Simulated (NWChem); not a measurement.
System: CH3ClO3Si; SMILES O[Si]1(Cl)OCO1

```xyz
9

O      1.8833    -0.4248     0.0000
Si     0.3016    -0.0346     0.0000
Cl    -0.6795    -1.8093     0.0000
O     -0.2486     1.1065    -1.1006
C     -0.6886     1.8931     0.0000
O     -0.2486     1.1065     1.1006
H      2.5132     0.3036     0.0000
H     -0.2048     2.8859     0.0000
H     -1.7873     2.0017     0.0000
```
Atoms are numbered in this order, from 1.

Level: PBE0/def2-SVP (NWChem), optimised geometry, unscaled harmonic frequencies. 

```json
[
 {"frequency (cm⁻¹)": "149", "IR intensity (km/mol)": "10.8"},
 {"frequency (cm⁻¹)": "160", "IR intensity (km/mol)": "0.6"},
 {"frequency (cm⁻¹)": "257", "IR intensity (km/mol)": "1.6"},
 {"frequency (cm⁻¹)": "279", "IR intensity (km/mol)": "11.8"},
 {"frequency (cm⁻¹)": "349", "IR intensity (km/mol)": "115.7"},
 {"frequency (cm⁻¹)": "351", "IR intensity (km/mol)": "39.9"},
 {"frequency (cm⁻¹)": "513", "IR intensity (km/mol)": "41.9"},
 {"frequency (cm⁻¹)": "693", "IR intensity (km/mol)": "138.3"},
 {"frequency (cm⁻¹)": "766", "IR intensity (km/mol)": "30.8"},
 {"frequency (cm⁻¹)": "827", "IR intensity (km/mol)": "244.4"},
 {"frequency (cm⁻¹)": "922", "IR intensity (km/mol)": "117.2"},
 {"frequency (cm⁻¹)": "1016", "IR intensity (km/mol)": "173.5"},
 {"frequency (cm⁻¹)": "1041", "IR intensity (km/mol)": "262.9"},
 {"frequency (cm⁻¹)": "1112", "IR intensity (km/mol)": "111.6"},
 {"frequency (cm⁻¹)": "1151", "IR intensity (km/mol)": "9.0"},
 {"frequency (cm⁻¹)": "1165", "IR intensity (km/mol)": "0.0"},
 {"frequency (cm⁻¹)": "1376", "IR intensity (km/mol)": "15.0"},
 {"frequency (cm⁻¹)": "1538", "IR intensity (km/mol)": "4.8"},
 {"frequency (cm⁻¹)": "3050", "IR intensity (km/mol)": "80.8"},
 {"frequency (cm⁻¹)": "3117", "IR intensity (km/mol)": "35.3"},
 {"frequency (cm⁻¹)": "3921", "IR intensity (km/mol)": "146.3"}
]
```

The zero-point energy is 33.9 kcal/mol and the thermal correction to the enthalpy at 298.15 K (with zero-point energy) is 38.6 kcal/mol. The heat capacity Cv comes out as 21.8 cal/(mol K) and the entropy at 298.15 K and 1 atm (symmetry number 1) is 80.6 cal/(mol K). The dipole moment comes out as 2.13 D.

Rigid rotor and harmonic oscillator.
